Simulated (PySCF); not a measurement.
C3H8GeO, SMILES C/C=C/[O][GeH3].

Geometry: B3LYP-D3(BJ)/def2-SVP. The structure was generated by enumeration; whether it is a known compound was not checked. One conformer was computed; it need not be the lowest.

Computed with PBE/def2-TZVP run with PySCF.

Q: Estimate the frontier levels, gap, dipole moment and polarisability. (An estimate is asked for; the answer gives what the named calculation found.)

A: 
```
Item                                                                                                            Result
---------------------------------------------------------------------------------------------  -----------------------
highest occupied level                                                                                        -5.08 eV
lowest empty level                                                                                            -0.78 eV
orbital gap                                                                                                    4.30 eV
dipole moment                                                                                                   1.38 D
quadrupole, principal values (traceless, Buckingham form, about the centre of nuclear charge)   -3.85, -0.72, 4.58 D·Å
mean static polarisability                                                                       77.1 bohr³ (11.42 Å³)
polarisability, principal values                                                               58.4, 65.3, 107.5 bohr³
```
